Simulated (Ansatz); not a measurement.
Species: CH6O3Sn, charge 0, multiplicity 1. 
Structure (B3LYP-D3(BJ)/def2-TZVP (Ansatz, a first-principles code) minimum search):
```
Sn
O 1 1.9747
H 2 0.9637 1 111.86
O 1 1.9747 2 106.33 3 -106.49
H 4 0.9637 1 111.86 2 6.53
O 1 1.9747 2 106.33 3 6.53
H 6 0.9637 1 111.86 2 -106.49
C 1 2.1276 2 112.46 3 130.02
H 8 1.0875 1 108.78 2 -85.23
H 8 1.0875 9 110.15 1 -119.15
H 8 1.0875 9 110.15 10 -121.70
```

Basis-set convergence of Hartree-Fock and CCSD correlation energies (hartree) with Ansatz. Valence correlation only, unless marked. Spin-orbit coupling is left out. Frozen are the shells of the preceding noble gas and the d and f shells that filled before the atom's block. Past Kr the def2 sets carry scalar-relativistic core potentials.

| basis | functions | E(HF) | E(corr, CCSD) |
|---|---|---|---|
| def2-SVPD | 169 | -479.15684 | -0.88237 |
| def2-TZVPPD | 315 | [?] | [?] |

Question: Some entries are withheld; supply them.

Answer: 
- def2-TZVPPD, E(HF): -479.48677
- def2-TZVPPD, E(corr, CCSD): -1.04979
